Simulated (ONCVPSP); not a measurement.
**An all-electron radial function and its pseudo partner (lithium)**

Columns: radius, all-electron u(r) and pseudo u(r) of the 1s shell (level -51.11 eV) of lithium in the configuration 1s2 2s1; LDA (Perdew-Wang 92), non-relativistic, ONCV scheme, ONCVPSP 4.0.1.

| r (bohr) | all-electron | pseudo |
| --- | --- | --- |
| 0.053 | 0.4138 | 0.2677 |
| 0.105 | 0.7033 | 0.5159 |
| 0.158 | 0.9069 | 0.7409 |
| 0.210 | 1.0382 | 0.9243 |
| 0.262 | 1.1178 | 1.0648 |
| 0.315 | 1.1591 | 1.1616 |
| 0.368 | 1.1702 | 1.2136 |
| 0.420 | 1.1597 | 1.2265 |
| 0.473 | 1.1330 | 1.2078 |
| 0.525 | 1.0957 | 1.1665 |
| 0.578 | 1.0499 | 1.1092 |
| 0.630 | 0.9999 | 1.0447 |
| 0.683 | 0.9460 | 0.9763 |
| 0.735 | 0.8918 | 0.9102 |
| 0.788 | 0.8363 | 0.8459 |
| 0.840 | 0.7825 | 0.7867 |
| 0.893 | 0.7291 | 0.7305 |
| 0.945 | 0.6784 | 0.6787 |
| 0.998 | 0.6290 | 0.6290 |
| 1.050 | 0.5829 | 0.5829 |
| 1.102 | 0.5392 | 0.5392 |
| 1.155 | 0.4972 | 0.4972 |
| 1.208 | 0.4578 | 0.4578 |
| 1.260 | 0.4217 | 0.4217 |
| 1.313 | 0.3874 | 0.3874 |
| 1.365 | 0.3561 | 0.3561 |

How many radial nodes do the two functions have?

The all-electron 1s function has n − l − 1 = 0; the pseudo-wave has 0.

At about which radius was the pseudo-wave matched?

1.05 bohr. The columns agree to 0.0005 from 0.94 bohr on; several derivatives are matched, so the curves merge somewhat inside the radius.

Where does each function peak?

Outermost all-electron maximum near 0.37 bohr, pseudo maximum near 0.42 bohr (to the table’s step).

Is the pseudo-wave norm-conserving?

Yes: the ONCV scheme keeps the norm inside the radius equal to the all-electron one, which fixes the energy derivative of the logarithmic derivative at the level.
